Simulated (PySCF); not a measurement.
Several structures and their simulated spectra, in scrambled order.

A. SMILES C=C1C[C@@H]1[C@]1(Cl)C[SiH2]1
B. `O=C(O)/C=C(\F)C[SiH2]F`
C. `InChI=1S/C6H10F2/c1-5(7)3-4-6(2)8/h3-6H,1-2H3/b4-3+/t5-,6+`
D. SMILES CC#C[Si@@H](Cl)C1CC1

Spectrum 1. 13C{1H} NMR (computed): δ 181.3 (C), 166.9 (C), 101.9 (CH), 28.2 (CH2).

Spectrum 2. 13C{1H} NMR (computed): δ 115.0 (C), 83.4 (C), 6.6 (CH2), 5.7 (CH3), 2.9 (CH2), 1.2 (CH).

Spectrum 3. 13C{1H} NMR (computed): δ 144.6 (C), 111.6 (CH2), 51.3 (C), 27.6 (CH), 11.9 (CH2), 9.6 (CH2).

Spectrum 4. 13C{1H} NMR (computed): δ 136.2 (CH), 93.0 (CH), 24.7 (CH3).

[PySCF: structure optimised with GFN2-xTB; shieldings: GIAO PBE0/pcSseg-1; averaged over atoms made equivalent by symmetry, fast rotation or ring inversion; one conformer; no solvent; no relativistic terms]

Shifts are taken against calculated references (same method and geometry level): TMS for 13C. Splittings of carbon signals by F and P are missing where no couplings were computed. Acid and N–H amide carbonyl carbons lie up to 10 ppm further downfield in solution (hydrogen bonding). Shifts are as computed. Against solution values, carbons near 30 ppm lie about +3 ppm off and those near 130 ppm about +5 ppm; carbons on Cl a further +6 ppm. Of 1309 compounds with measured shifts, 239 miss one by over three times the rms of a fit or turn the order of signals round; such compounds aren't used in these exercises. Carbons bonded to Cl come out too deshielded.

Which spectrum belongs to which compound?

Answers

1–B, 2–D, 3–A, 4–C.

- Spectrum 1 (B): 4 13C signals; δC 181.3 is a β carbon of a C=C–C=O unit; δC 166.9 is a carboxylic acid carbon.
- Spectrum 2 (D): 6 13C signals; δC 83.4 is an alkyne carbon; δC 6.6 is a three-membered-ring carbon.
- Spectrum 3 (A): 6 13C signals; δC 144.6 is a fully substituted alkene carbon; δC 111.6 is a terminal =CH2 carbon.
- Spectrum 4 (C): 3 13C signals; δC 136.2 is an alkene CH; δC 93.0 is an allylic sp3 CH bonded to F.
